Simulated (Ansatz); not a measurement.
Total energies of the cluster Rb2F3 (the lowest doublet isomer of a short search) from Ansatz at PBE-D4/def2-TZVP, gas phase (1 Eh = 27.2114 eV = 2625.5 kJ/mol). The reference geometry is relaxed at PBE0-D4/def2-SVP.

Cartesian coordinates in Å:
```
Rb -1.642 0.875 0.390
Rb 1.834 -0.490 0.102
F 0.572 1.148 1.464
F -0.158 -0.062 -1.615
F -0.606 -1.471 -0.340
```

```json
{"state": "charge 0 doublet", "geometry": "reference", "energy (Eh)": "-347.67418"}
{"state": "charge 1 triplet", "geometry": "reference", "energy (Eh)": "-347.33310"}
{"state": "charge 0 quartet", "geometry": "relaxed at PBE0-D4/def2-SVP", "energy (Eh)": "-347.49731"}
{"state": "free Rb atom (doublet)", "geometry": "–", "energy (Eh)": "-24.08221"}
{"state": "free F atom (doublet)", "geometry": "–", "energy (Eh)": "-99.66912"}
```

In the def2 sets Rb takes a core potential; there is no spin–orbit coupling.

Task: Work out the vertical ionisation energy to the triplet.

Result: E(charge 1 triplet) − E(charge 0 doublet) = -347.33310 − (-347.67418) = 0.34108 Eh = 9.28 eV. For comparison, −ε of the highest occupied level of the spin that leaves is 5.17 eV at this level, 4.11 eV less.

Task: Which of the charge 0 states is lowest, and how far above it are the others?

Result: The doublet. quartet: -347.49731 − (-347.67418) = 0.17687 Eh = 464.4 kJ/mol.

Task: What is the binding energy per atom against free atoms?

Result: Atoms: 2 × (-24.08221) + 3 × (-99.66912) = -347.17178 Eh. Binding: -347.17178 − (-347.67418) = 0.50240 Eh = 13.67 eV, or 2.73 eV for each of 5 atoms (no zero-point energy, no counterpoise term).

At PBE-D4/def2-TZVP the gap within one spin of the charge 1 triplet nearly closes, so an electron or hole may be smeared out by delocalisation error. 

The structure comes from a short search, and lower isomers may exist.
